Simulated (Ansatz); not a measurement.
`S[SiH2][GaH2]` + CH₃NH₂ → `CN[SiH2][GaH2]` + H₂S  (ligand exchange at the Si–S bond)

Isolated molecules relaxed with PBE0-D4/def2-TZVP in Ansatz; ΔE leaves out vibrations. CCSD(T)/CBS is the MP2 limit (def2-TZVPP, def2-QZVPP) plus CCSD(T) − MP2 in def2-TZVPP, frozen cores. This one scheme is used for every species. Functionals use def2-TZVPP. B3LYP here is the variant with VWN-RPA as its local correlation; programs differ in this. HSE06 is defined as in plane-wave codes. For Ga outer-core shells are correlated without core-valence functions, which leaves a few kJ/mol of doubt a bond. Scalar relativity is left out up to krypton. Each species was taken in one conformer, which may not be the lowest.

`S[SiH2][GaH2]`:

```xyz
8

S    -0.541   -1.931    0.743
Si    0.776   -0.216    0.635
Ga   -0.247    1.018   -1.151
H    -1.651   -1.212    0.981
H     0.884    0.458    1.959
H     2.094   -0.824    0.316
H    -1.650    1.677   -0.875
H     0.335    1.032   -2.608
```

CH₃NH₂:

Z-matrix (Å, degrees):
```
C
N 1 1.453
H 1 1.092 2 109.4
H 1 1.100 2 115.4 3 -121.6
H 1 1.092 2 109.4 3 116.8
H 2 1.012 1 110.6 3 62.6
H 2 1.012 1 110.6 3 -179.3
```

`CN[SiH2][GaH2]`:

Cartesian coordinates in Å:
```
C -0.127 1.534 -1.461
N -0.359 0.328 -0.695
Si 0.544 -0.081 0.714
Ga -0.323 -2.132 1.633
H -1.018 1.811 -2.032
H 0.716 1.456 -2.162
H 0.089 2.362 -0.780
H -0.735 -0.430 -1.242
H 2.022 -0.230 0.483
H 0.429 1.056 1.675
H 0.026 -2.609 3.092
H -1.263 -3.065 0.775
```

H₂S:

Z-matrix (Å, degrees):
```
S
H 1 1.341
H 1 1.341 2 92.3
```

```tsv
level	ΔE (kcal/mol)	difference from CCSD(T)/CBS
PBE-D4	5.8	2.1
revPBE-D4	5.5	1.8
BLYP-D4	3.6	-0.1
r2SCAN-D4	4.9	1.2
B97M-V	4.4	0.7
PBE0-D4	5.3	1.6
B3LYP-D4	3.4	-0.3
r2SCANh-D4	4.8	1.1
r2SCAN0-D4	4.6	0.9
HSE06-D4	5.4	1.7
BHLYP-D4	3.1	-0.6
CAM-B3LYP-D4	2.0	-1.7
ωB97X-V	3.3	-0.4
ωB97M-V	3.3	-0.4
B2PLYP	3.5	-0.2
PBE-QIDH	4.5	0.8
PBE	6.0	2.3
BLYP	4.2	0.5
r2SCAN	5.0	1.3
PBE0	5.5	1.8
B3LYP	3.7	0.0
r2SCANh	4.9	1.2
r2SCAN0	4.8	1.1
HSE06	5.6	1.9
CAM-B3LYP	2.2	-1.5
LC-ωPBE	3.6	-0.1
RPA@PBE/def2-TZVPP	2.6	-1.1
HF/def2-SVP	2.8	-0.9
MP2/def2-SVP	3.1	-0.6
CCSD/def2-SVP	2.8	-0.9
CCSD(T)/def2-SVP	3.0	-0.7
HF/def2-TZVPP	2.5	-1.2
MP2/def2-TZVPP	3.5	-0.2
CCSD/def2-TZVPP	2.7	-1.0
CCSD(T)/def2-TZVPP	3.1	-0.6
HF/def2-QZVPP	2.3	-1.4
MP2/def2-QZVPP	3.7	0.0
SCS-MP2/def2-QZVPP	3.2	-0.5
HF/CBS(def2)	2.2	-1.5
CCSD/CBS(def2)	3.3	-0.4
CCSD(T)/CBS	3.7	0
```

Largest T1 diagnostic among the species: 0.013.

Leaving LDA and LC-ωPBE aside and taking each functional with its dispersion term where it has one, the values spread over 3.8 kcal/mol, from CAM-B3LYP-D4 to PBE-D4. LDA lies −2.0 kcal/mol from PBE without D4. From BLYP to BHLYP (50 % exact exchange), in def2-TZVPP and without D4, ΔE moves by −1.2 kcal/mol.
